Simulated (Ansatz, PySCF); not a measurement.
Mo(O)(NH)(Cl)(Br) (BrClHMoNO), SMILES [NH]=[Mo]([Cl])([Br])=[O], multiplicity 1. Atoms are numbered in the order given.

```xyz
6

Mo     0.2903     0.0501    -0.4351
O      1.9411     0.0325    -0.2610
N     -0.0972    -0.9546    -1.7666
H      0.2730    -1.5648    -2.4970
Cl    -0.4170     2.1555    -0.9070
Br    -0.7316    -0.9113     1.5307
```
Charge 0, spin multiplicity 1.

Geometry optimised at PBE0-D3(BJ)/def2-SVP. The spin state was assumed, not searched. The structure was generated by enumeration; whether it is a known compound was not checked. The def2 effective core potentials stand for the cores of Mo; spin–orbit coupling is left out.

Two levels are set side by side: PBE-D3(BJ)/def2-SVP (Ansatz, a first-principles code) and PBE0-D3(BJ)/def2-SVP (Ansatz). Each level has its own optimised geometry; the coordinates shown are those of the second. Frequencies come from the Hessian of PySCF at each geometry. Differences are taken from unrounded values.

| quantity | PBE0-D3(BJ) |
|---|---|
| mean bond length (Å) | 1.816 |
| bond Mo1–O2 (Å) | 1.660 |
| bond Mo1–N3 (Å) | 1.712 |
| bond Mo1–Cl5 (Å) | 2.271 |
| bond Mo1–Br6 (Å) | 2.415 |
| bond N3–H4 (Å) | 1.021 |
| highest harmonic wavenumber (cm⁻¹) | 3602 |
| mean harmonic wavenumber (cm⁻¹) | 719 |
| zero-point energy (kcal/mol) | 12.33 |

What does PBE-D3(BJ) give, and how far is it from PBE0-D3(BJ)? (An estimate is asked for; the answer gives what the named calculation found.)


| quantity | PBE-D3(BJ) | PBE-D3(BJ) minus PBE0-D3(BJ) |
|---|---|---|
| mean bond length (Å) | 1.833 | 0.017 |
| bond Mo1–O2 (Å) | 1.686 | 0.026 |
| bond Mo1–N3 (Å) | 1.739 | 0.026 |
| bond Mo1–Cl5 (Å) | 2.282 | 0.012 |
| bond Mo1–Br6 (Å) | 2.427 | 0.012 |
| bond N3–H4 (Å) | 1.030 | 0.009 |
| highest harmonic wavenumber (cm⁻¹) | 3478 | -124 |
| mean harmonic wavenumber (cm⁻¹) | 688 | -31 |
| zero-point energy (kcal/mol) | 11.80 | -0.54 |

GGA bonds tend to be longer and softer than those of functionals with exact exchange. Differences between two approximate levels are no errors against the true value.
